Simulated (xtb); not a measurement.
AgCl, charge +1, doublet, at a GFN2-xTB geometry (such geometries of metal compounds can be far from the true shape) (the multiplicity is a formal guess); GFN2-xTB in xtb.

xtb was given this input:
```
$ xtb mol.xyz --gfn 2 --chrg 1 --uhf 1 --ohess --json

# file mol.xyz
2

Ag    -0.00000000    -0.00000000    -0.60768631
Cl     0.00000000     0.00000000     1.68007392
```

The log (banner, timings and long lists left out):

```
   ID    Z sym.   atoms
    1   47 Ag     1
    2   17 Cl     2

           -------------------------------------------------
          |                Calculation Setup                |
           -------------------------------------------------

           -------------------------------------------------
          |                 G F N 2 - x T B                 |
           -------------------------------------------------

          ...................................................
          :                      SETUP                      :
          :.................................................:
          :  # basis functions                  20          :
          :  # atomic orbitals                  18          :
          :  # shells                            6          :
          :  # electrons                        17          :
          :  max. iterations                   250          :
          :  Hamiltonian                  GFN2-xTB          :
          :  restarted?                      false          :
          :  GBSA solvation                  false          :
          :  PC potential                    false          :
          :  electronic temp.          300.0000000     K    :
          :  accuracy                    1.0000000          :
          :  -> integral cutoff          0.2500000E+02      :
          :  -> integral neglect         0.1000000E-07      :
          :  -> SCF convergence          0.1000000E-05 Eh   :
          :  -> wf. convergence          0.1000000E-03 e    :
          :  Broyden damping             0.4000000          :
          :  net charge                          1          :
          :  unpaired electrons                  1          :
          ...................................................

 iter      E             dE          RMSdq      gap      omega  full diag
   1     -7.8856848 -0.788568E+01  0.129E+01    3.76       0.0  T
   2     -7.8356259  0.500589E-01  0.938E+00    4.88       1.0  T
   3     -7.8871095 -0.514836E-01  0.788E+00    4.00       1.0  T
   4     -7.9156204 -0.285109E-01  0.355E+00    4.78       1.0  T
   5     -7.9163976 -0.777208E-03  0.347E+00    4.80       1.0  T
   6     -7.8921369  0.242607E-01  0.858E+00    5.07       1.0  T
   7     -7.9102261 -0.180892E-01  0.586E+00    5.06       1.0  T
   8     -7.9084539  0.177220E-02  0.611E+00    5.06       1.0  T
   9     -7.9050027  0.345122E-02  0.651E+00    5.06       1.0  T
  10     -7.9292803 -0.242777E-01  0.546E-01    5.05       1.0  T
  11     -7.9282048  0.107555E-02  0.138E+00    5.05       1.0  T
  12     -7.9294378 -0.123303E-02  0.792E-01    5.02       1.0  T
  13     -7.9295272 -0.893571E-04  0.521E-01    5.03       1.0  T
  14     -7.9296132 -0.860320E-04  0.226E-01    5.03       1.0  T
  15     -7.9296333 -0.201015E-04  0.872E-02    5.03       1.0  T
  16     -7.9296358 -0.248161E-05  0.305E-02    5.03       2.3  T
  17     -7.9296358 -0.241953E-07  0.733E-03    5.04       9.6  T
  18     -7.9296358  0.329528E-07  0.121E-02    5.04       5.8  T
  19     -7.9296359 -0.121762E-06  0.779E-04    5.04      90.7  T
  20     -7.9296359 -0.106693E-08  0.487E-04    5.04     145.3  T

   *** convergence criteria satisfied after 20 iterations ***

         :::::::::::::::::::::::::::::::::::::::::::::::::::::
         ::                     SUMMARY                     ::
         :::::::::::::::::::::::::::::::::::::::::::::::::::::
         :: total energy              -7.927247545897 Eh    ::
         :: gradient norm              0.000044796219 Eh/a0 ::
         :: HOMO-LUMO gap              5.035193314748 eV    ::
         ::.................................................::
         :: SCC energy                -7.929635911054 Eh    ::
         :: -> isotropic ES            0.147195437865 Eh    ::
         :: -> anisotropic ES         -0.003373220065 Eh    ::
         :: -> anisotropic XC         -0.005443823861 Eh    ::
[...]
 * total energy  :    -7.9272475 Eh     change        0.5046807E-10 Eh
   *** GEOMETRY OPTIMIZATION CONVERGED AFTER 1 ITERATIONS ***
         :: total energy              -7.927247545997 Eh    ::
[...]
          |               Frequency Printout                |
           -------------------------------------------------
 vibrational frequencies (cm⁻¹)
eigval :        0.00     0.00     0.00     0.00     0.00   237.21
 reduced masses (amu)
   1: 89.95   2: 89.95   3: 89.95   4: 53.37   5: 53.37   6: 53.37
 IR intensities (km·mol⁻¹)
   1:  6.80   2:  6.80   3:  6.80   4:  1.06   5:  1.06   6:  1.18
 Raman intensities (Ä⁴*amu⁻¹)
   1:  0.00   2:  0.00   3:  0.00   4:  0.00   5:  0.00   6:  0.00
 output can be read by thermo (or use thermo option).
 writing <g98.out> molden fake output.
 recommended (thermochemical) frequency scaling factor: 1.0
           -------------------------------------------------
          |             Thermodynamic Functions             |
           -------------------------------------------------

cin symmetry found (for desy threshold:  0.10E+00) used in thermo

          ...................................................
          :                      SETUP                      :
          :.................................................:
          :  # frequencies                           1      :
          :  # imaginary freq.                       0      :
          :  linear?                              true      :
          :  only rotor calc.                    false      :
          :  symmetry                              cin      :
          :  rotational number                       1      :
          :  scaling factor                  1.0000000      :
          :  rotor cutoff                   50.0000000 cm⁻¹ :
          :  imag. cutoff                  -20.0000000 cm⁻¹ :
          :.................................................:

    mode    ω/cm⁻¹     T·S(HO)/kcal·mol⁻¹    T·S(FR)/kcal·mol⁻¹   T·S(vib)
   ------------------------------------------------------------------------
       1    237.21    -0.54374 ( 99.80%)    -0.59510 (  0.20%)    -0.54384
   ------------------------------------------------------------------------

   temp. (K)  partition function   enthalpy   heat capacity  entropy
                                   cal/mol     cal/K/mol   cal/K/mol   J/K/mol
 298.15  VIB   1.47                  316.711      1.782      1.824
         ROT  0.172E+04              592.502      1.987     16.789
         INT  0.252E+04              909.212      3.769     18.613
         TR   0.166E+28             1481.254      4.968     40.772
         TOT                        2390.4661     8.7376    59.3851   248.4675

       T/K    H(0)-H(T)+PV         H(T)/Eh          T*S/Eh         G(T)/Eh
   ------------------------------------------------------------------------
    298.15    0.380945E-02    0.434986E-02    0.282158E-01   -0.238659E-01
   ------------------------------------------------------------------------

         :::::::::::::::::::::::::::::::::::::::::::::::::::::
         ::                  THERMODYNAMIC                  ::
         :::::::::::::::::::::::::::::::::::::::::::::::::::::
         :: total free energy          -7.951113490986 Eh   ::
         ::.................................................::
         :: total energy               -7.927247545989 Eh   ::
         :: zero point energy           0.000540405134 Eh   ::
         :: G(RRHO) w/o ZPVE           -0.024406350131 Eh   ::
         :: G(RRHO) contrib.           -0.023865944997 Eh   ::
         :::::::::::::::::::::::::::::::::::::::::::::::::::::

optimized geometry written to: xtbopt.xyz

           -------------------------------------------------
          | TOTAL ENERGY               -7.927247545989 Eh   |
          | TOTAL ENTHALPY             -7.922897690683 Eh   |
          | TOTAL FREE ENERGY          -7.951113490986 Eh   |
          | GRADIENT NORM               0.000045644062 Eh/α |
          | HOMO-LUMO GAP               5.035204060638 eV   |
           -------------------------------------------------

normal termination of xtb
```
